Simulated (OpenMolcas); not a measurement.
Computed transition rates of Sn

```
Program             : OpenMolcas
Method              : SS-RASPT2, IPEA 0.25 Eh, imaginary shift 0.1 Eh (closed shells correlated: 4d)
Basis               : ANO-RCC-VQZP [8s7p5d3f2g]
Scalar Hamiltonian  : DKH2, point nucleus
Active space        : 4 electrons in 9 orbitals (RAS2 5s 5p; RAS3 5d, at most 2 electrons)
State averaging     : 2S+1 = 3 even, 3 roots; 2S+1 = 1 even, 6 roots; 2S+1 = 5 odd, 1 root; 2S+1 = 3 odd, 8 roots; 2S+1 = 1 odd, 5 roots
Spin-orbit coupling : state interaction with AMFI integrals over the reference wave functions, term energies averaged over their components
```

Rates come from the transition moments of the reference wave functions (E1 and E2 in the length form). At fixed line strength A goes as λ^-3 for E1 and M1 and as λ^-5 for E2, so a rate at the computed wavelength can be rescaled to the measured one. Measured vacuum wavelengths follow from level energies in NIST Handbook of Basic Atomic Spectroscopic Data. Branching counts decays inside the model space alone, at computed energies, and the table is only a selection of the E2 and M1 lines, drawn from those between levels with measured partners whose computed energy lies within a factor of 1.5 of the measured one.

```json
{"Upper": "5s² 5p² ¹S₀", "Lower": "5s² 5p² ³P₁", "Type": "M1", "λ computed (nm)": "641.9", "λ measured (nm)": "646.4", "A computed (s-1)": "5.80e+00", "A rescaled (s-1)": "", "Branching %": "77.6"}
{"Upper": "5s² 5p² ¹S₀", "Lower": "5s² 5p² ¹D₂", "Type": "E2", "λ computed (nm)": "1142", "λ measured (nm)": "1170", "A computed (s-1)": "1.15e+00", "A rescaled (s-1)": "1.02e+00", "Branching %": "15.4"}
{"Upper": "5s² 5p² ¹S₀", "Lower": "5s² 5p² ³P₂", "Type": "E2", "λ computed (nm)": "715.6", "λ measured (nm)": "728.1", "A computed (s-1)": "5.23e-01", "A rescaled (s-1)": "", "Branching %": "7.0"}
{"Upper": "5s² 5p² ¹D₂", "Lower": "5s² 5p² ³P₂", "Type": "M1", "λ computed (nm)": "1915", "λ measured (nm)": "1929", "A computed (s-1)": "4.19e-01", "A rescaled (s-1)": "", "Branching %": "54.8"}
{"Upper": "5s² 5p² ¹D₂", "Lower": "5s² 5p² ³P₁", "Type": "M1", "λ computed (nm)": "1465", "λ measured (nm)": "1445", "A computed (s-1)": "3.39e-01", "A rescaled (s-1)": "", "Branching %": "44.2"}
{"Upper": "5s² 5p² ³P₁", "Lower": "5s² 5p² ³P₀", "Type": "M1", "λ computed (nm)": "6713", "λ measured (nm)": "5911", "A computed (s-1)": "5.80e-02", "A rescaled (s-1)": "8.50e-02", "Branching %": "100.0"}
{"Upper": "5s² 5p² ³P₂", "Lower": "5s² 5p² ³P₁", "Type": "M1", "λ computed (nm)": "6238", "λ measured (nm)": "5761", "A computed (s-1)": "5.14e-02", "A rescaled (s-1)": "6.53e-02", "Branching %": "99.4"}
{"Upper": "5s² 5p² ¹D₂", "Lower": "5s² 5p² ³P₂", "Type": "E2", "λ computed (nm)": "1915", "λ measured (nm)": "1929", "A computed (s-1)": "4.85e-03", "A rescaled (s-1)": "", "Branching %": "0.6"}
{"Upper": "5s² 5p² ³P₂", "Lower": "5s² 5p² ³P₀", "Type": "E2", "λ computed (nm)": "3233", "λ measured (nm)": "2917", "A computed (s-1)": "3.13e-04", "A rescaled (s-1)": "5.23e-04", "Branching %": "0.6"}
```

Spin-changing lines and M1 lines between different terms are not rescaled, since their strength hangs on the term gaps too.

The largest correction is for 5s² 5p² ³P₂ → 5s² 5p² ³P₀ (E2): 3.13e-04 × (3233 / 2917)^5 = 5.23e-04 s-1, a factor of 1.67.

No measured rate stands beside these. Rescaling mends the energy factor alone: line strengths can still be far off where a level mixes with configurations outside the active space, and weak or spin-changing lines hang on small mixing coefficients that depend on the term gaps too, so rescaling need not improve them.

CASPT2 breaks the degeneracy within a term, and the mean is taken; among the terms shown or strongly mixed into the levels shown the widest spread is 22 cm-1 (5s² 5p² ¹D). The run also gave levels led by 5s² 5p 5d, which use shells meant for correlation; these and all levels above them are left out. Measured partners are found by configuration, term and J. A level has none where our copy of the source lacks it or the pairing is in doubt (some pairs that miss far off the trend of their configuration count as doubtful). Levels of configurations outside the active space are missing.
